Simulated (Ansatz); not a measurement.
Calculated with Ansatz (gas phase, PBE0-D4/def2-TZVP geometries, no zero-point term in ΔE). CCSD(T)/CBS is the MP2 limit (def2-TZVPP, def2-QZVPP) plus CCSD(T) − MP2 in def2-TZVPP, frozen cores. This one scheme is used for every species. Functionals use def2-TZVPP. B3LYP here is the variant with VWN-RPA as its local correlation; programs differ in this. For Ga outer-core shells are correlated without core-valence functions, which leaves a few kJ/mol of doubt a bond. Scalar relativity is left out up to krypton. Each species was taken in one conformer, which may not be the lowest.

Consider the formal exchange of groups at the Al–Ga bond: `[CH3][Al]([Cl])[GaH2]` + `C[SiH3]` → `C[SiH2][Al]([CH3])[Cl]` + `[GaH3]`.

```tsv
level	ΔE (kJ/mol)	difference from CCSD(T)/CBS
PBE-D4	23.4	-5.4
PBE	25.3	-3.5
PBE0	25.2	-3.6
B3LYP	30.6	1.8
HF/def2-TZVPP	31.4	2.6
CCSD/def2-TZVPP	27.7	-1.1
CCSD(T)/def2-TZVPP	26.5	-2.3
HF/CBS(def2)	31.1	2.3
MP2/CBS(def2)	29.3	0.5
CCSD/CBS(def2)	30.0	1.2
CCSD(T)/CBS	28.8	0
```

Largest T1 diagnostic among the species: 0.013.

In def2-TZVPP, CCSD(T) changes the Hartree–Fock value by −4.8 kJ/mol (the triples alone add −1.2 kJ/mol) and MP2 by −4.3 kJ/mol.
